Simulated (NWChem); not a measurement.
CH4CdS; SMILES C[S][CdH]

```xyz
7

Cd    -0.0247    -0.8622    -0.0001
H     -0.4704    -2.4709     0.0028
S      0.6690     1.3897     0.0000
C     -0.9015     2.3268     0.0000
H     -1.5047     2.1348    -0.8983
H     -0.6266     3.3911     0.0018
H     -1.5066     2.1321     0.8964
```
Atoms are numbered in this order, from 1.

Computed with NWChem. All runs use the structure optimised with PBE0/def2-SVP. def2 effective core potentials on Cd; no spin-orbit coupling. Ions are spin-unrestricted doublets at the neutral geometry; other ion states weren't tried.

For level PBE/def2-SVPD:

```yaml
vertical ionisation energy, ΔSCF (eV): 8.61
"−ε(HOMO) (eV)": 5.39
```

### Question
Estimate the same quantities for level M06-2X/def2-SVPD.

### Answer
* **vertical ionisation energy, ΔSCF (eV)**: 9.57
* **−ε(HOMO) (eV)**: 7.63
